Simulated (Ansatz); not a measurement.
Ansatz (a program for electronic structure) input (B3LYP-D3(BJ)/def2-TZVP):

Ansatz 0.2 input:
```yaml
crystal:
  periodic: [false, false, false]
  atoms:
    - {symbol: F, position_ang: [2.16810020, -1.08259166, -0.21204818]}
    - {symbol: C, position_ang: [1.02694437, -0.43386616, -0.09296571]}
    - {symbol: C, position_ang: [0.77575745, 0.85922062, 0.05497862]}
    - {symbol: O, position_ang: [-0.59324518, 1.04457701, 0.13507285]}
    - {symbol: C, position_ang: [-1.15960516, -0.24714910, 0.02393505]}
    - {symbol: O, position_ang: [-0.11711198, -1.18964412, -0.12235726]}
    - {symbol: H, position_ang: [1.39973350, 1.72256791, 0.11865045]}
    - {symbol: H, position_ang: [-1.74152323, -0.47807756, 0.93066535]}
    - {symbol: H, position_ang: [-1.82147698, -0.28936867, -0.85598852]}
basis:
  gaussian:
    orbitals: def2-TZVP
hamiltonian:
  xc: b3lyp
  dispersion: d3bj
relax: {f_tol: 0.002, max_steps: 150}
```

End of the output:

```
mean field -9972.96729463 eV, -366.4997881576 hartree, gradient 1.4e-5 eV, S^2 0.000000; 0 other end points of the search recorded, 0 dependent functions left out
the calculation of the forces begins
reference -9972.96752018 eV, -366.4997964465 hartree; 23, 23 occupied and 181, 181 virtual orbitals, 1130 factors
relax step  17: F+E_penalty+E_count = -9973.24288127 eV  Δ(F+E_penalty+E_count) = -4.772e-6 eV  max|allowed force component| = 2.523e-3 eV/Å  Δτ_max = 0.0012 Å  (33 SCF iters, accepted)
these checks for a lower state are left out or cut short: starts, cluster_reference, orbital_swaps, neighbouring_geometries, increment
integrals: 0.11 GiB planned
1130 factors; their error is unknown
mean field: 1.07 GiB planned
mean field -9972.96729462 eV, -366.4997881573 hartree, gradient 1.4e-5 eV, S^2 0.000000; 0 other end points of the search recorded, 0 dependent functions left out
the calculation of the forces begins
reference -9972.96752017 eV, -366.4997964460 hartree; 23, 23 occupied and 181, 181 virtual orbitals, 1130 factors
relax step  18: F+E_penalty+E_count = -9973.24288162 eV  Δ(F+E_penalty+E_count) = -3.520e-7 eV  max|allowed force component| = 9.822e-4 eV/Å  Δτ_max = 0.0003 Å  (33 SCF iters, accepted)
integrals: 0.11 GiB planned
1130 factors; their error is unknown
mean field: 1.07 GiB planned
mean field evaluation 160: about -9972.9673 eV, gradient 1.6e-2 eV
mean field -9972.96729462 eV, -366.4997881573 hartree, gradient 1.7e-5 eV, S^2 0.000000; 1 other end points of the search recorded, 0 dependent functions left out
the calculation of the forces begins
reference -9972.96752017 eV, -366.4997964460 hartree; 23, 23 occupied and 181, 181 virtual orbitals, 1130 factors
Total energy: -9973.24310717 eV, -366.5099240815 hartree
Atom 0 at     2.131969    -1.111033    -0.078249 Å, force     0.000050    -0.000064    -0.000066 eV/Å
Atom 1 at     1.007670    -0.431600    -0.083186 Å, force     0.000074     0.000105     0.000982 eV/Å
Atom 2 at     0.758878     0.857971     0.084793 Å, force    -0.000581    -0.000202    -0.000695 eV/Å
Atom 3 at    -0.611184     1.067874    -0.107117 Å, force     0.000160     0.000477     0.000287 eV/Å
Atom 4 at    -1.165652    -0.237065    -0.021156 Å, force     0.000143    -0.000723     0.000041 eV/Å
Atom 5 at    -0.112653    -1.156505    -0.359572 Å, force     0.000085     0.000452    -0.000522 eV/Å
Atom 6 at     1.394003     1.703295     0.264013 Å, force     0.000242    -0.000139    -0.000131 eV/Å
Atom 7 at    -1.483651    -0.441573     1.010909 Å, force    -0.000069    -0.000011     0.000387 eV/Å
Atom 8 at    -1.981806    -0.345695    -0.730492 Å, force    -0.000103     0.000105    -0.000283 eV/Å
Dipole moment:    -0.170818     0.100574     0.095777 e Å
```
